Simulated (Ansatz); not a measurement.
SnH3Br⁺, that is SnBrH3 with one electron fewer. Total charge 1; doublet. Geometry r2SCAN-D4/def2-TZVP, that of the neutral singlet; atoms count from 1.

```xyz
5

Sn    0.1154   -0.1377   -0.1099
Br   -1.2483    1.4889    1.1888
H    -0.9263   -1.4175   -0.5177
H     1.3773   -0.6312    0.9165
H     0.6819    0.6974   -1.4777
```

In the def2 sets Sn takes a core potential; there is no spin–orbit coupling.

(1) Estimate the Mulliken populations from the PBE0/def2-TZVP orbitals of Ansatz.

(2) Where does the spin sit?

(3) And the Mayer bond orders between heavy atoms (over 0.3)?

Answers

(1) 
```csv
atom,charge (e),spin (α − β)
Sn1,0.46,-0.03
Br2,0.24,0.81
H3,0.09,0.03
H4,0.09,0.03
H5,0.12,0.15
```
Mulliken values depend strongly on the basis.

(2) Summed by element: Sn -0.03, Br 0.81, H 0.22, of 1 unpaired in all. Largest on single atoms: Br2 0.81, H5 0.15, H4 0.03.

(3) Sn1–Br2 0.85 (2.49 Å).
